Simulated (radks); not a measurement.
Neutral bismuth inside a hard spherical wall (all orbitals vanish at R), configuration held at [Hg] 6p3 and not refilled when levels cross. Method: scalar-relativistic Kohn-Sham, PBE, spin-unpolarised, spherical densities, point nucleus; computed with a radial shooting solver on a logarithmic mesh with Libxc functionals. Eigenvalues in eV, with the zero of energy where the potential of the charges vanishes at infinity; a dash marks a level that is unbound or too diffuse for the functional's potential to be trusted. A positive occupied level is held by the wall or, in an anion where self-interaction has pushed it up, behind a barrier. The pressure on the wall is -dE/dV.

| R (bohr) | E (hartree) | kinetic (hartree) | e(5p) | e(5d) | e(6s) | e(6p) | e(7s, empty) | e(6d, empty) | pressure (GPa) |
|---|---|---|---|---|---|---|---|---|---|
| free | -21530.7714 | 24432.314 | -95.858 | -27.082 | -14.477 | -4.571 | - | - | 0 |
| 15 | -21530.7714 | 24432.314 | -95.858 | -27.082 | -14.477 | -4.571 | -0.585 | 0.928 | < 0.0001 |
| 10 | -21530.7708 | 24432.320 | -95.810 | -27.035 | -14.435 | -4.532 | 0.019 | 1.830 | 0.0147 |
| 8 | -21530.7661 | 24432.355 | -95.570 | -26.797 | -14.233 | -4.332 | 1.335 | 3.012 | 0.217 |
| 7 | -21530.7551 | 24432.424 | -95.192 | -26.427 | -13.926 | -3.999 | 2.956 | 4.214 | 0.878 |
| 5 | -21530.6021 | 24433.203 | -92.556 | -23.882 | -11.806 | -1.244 | 13.628 | 10.860 | 19.6 |
| 4 | -21530.1455 | 24435.255 | -88.375 | -19.949 | -8.004 | 4.227 | 31.996 | 21.420 | 127 |
| 3.5 | -21529.4768 | 24438.098 | -84.228 | -16.109 | -3.574 | 10.590 | 51.475 | 32.470 | 376 |
| 2.5 | -21523.5228 | 24461.745 | -63.148 | 4.186 | 27.080 | 52.120 | 158.74 | 93.762 | 5360 |
